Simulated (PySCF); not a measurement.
The vertical singlet excitations below were computed for one of the candidates. Theory: TDDFT CAM-B3LYP/def2-SVPD, vertical, gas phase, core orbitals frozen in the response (PySCF 2.14.0, density-fitted response routines). Geometries: GFN2-xTB, one conformer each.

```
state  ν̃ (cm⁻¹)       f     main configurations (H = HOMO, L = LUMO)
   S1      37730  0.0026                       H→L (69%), H-1→L (25%)
   S2      45500   0.362                       H-1→L (66%), H→L (23%)
   S3      47580  0.0023                                  H-2→L (86%)
   S4      52180   0.044                   H→L+1 (45%), H-1→L+1 (17%)
   S5      56160  0.0029    H-1→L+1 (34%), H-1→L+2 (21%), H→L+1 (19%)
   S6      57870   0.032                   H→L+2 (70%), H-1→L+1 (10%)
   S7      58780   0.049     H→L+3 (33%), H-2→L+1 (10%), H-2→L+2 (9%)
   S8      59100  0.0067  H-1→L+2 (20%), H-1→L+1 (15%), H-2→L+2 (14%)
```

**Question.** Which candidate is it? All have the formula C6H6NOP.
A. `c1nc(cpc1C=O)C`
B. `CC(=O)c1cnccp1`
C. `c1cnc(C(C)=O)cp1`
D. `C=CC1=C[P@]1(=O)CC#N`

**Answer.** D. Its S1, at 4.68 eV, is the highest among the candidates; the nearest of the others has S1 at 3.62 eV. S1 is HOMO→LUMO (69%), HOMO-1→LUMO (25%). Löwdin shares by element: HOMO carbon 31% or more, oxygen 31%, phosphorus 14% (atoms not listed hold the other 24%); LUMO carbon 83% or more (atoms not listed hold the other 17%). At the same level the other candidates give, for their lowest levels:
- `Cc1cpc(C=O)cn1`: 3.56 eV (f 0.001); 3.94 eV (f 0.009); 4.56 eV (f 0.098); 4.67 eV (f 0.002); 4.80 eV (f 0.063); T1 3.07 eV; HOMO -9.09, LUMO -1.79 eV
- `CC(=O)c1cpccn1`: 3.57 eV (f 0.000); 4.24 eV (f 0.008); 4.70 eV (f 0.000); 4.77 eV (f 0.029); 5.24 eV (f 0.007); T1 3.08 eV; HOMO -8.74, LUMO -1.47 eV
- `CC(=O)c1cnccp1`: 3.62 eV (f 0.002); 3.95 eV (f 0.007); 4.64 eV (f 0.002); 4.72 eV (f 0.019); 4.81 eV (f 0.093); T1 3.08 eV; HOMO -9.00, LUMO -1.66 eV

The values belong to the conformer `[CH2:1]=[CH:2][C:3]1=[CH:4][P@:5]1(=[O:6])[CH2:7][C:8]#[N:9]`: C1–C2–C3–C4 180°, C4–P5–C7–C8 -126°.
Triplets come from the Tamm–Dancoff approximation.
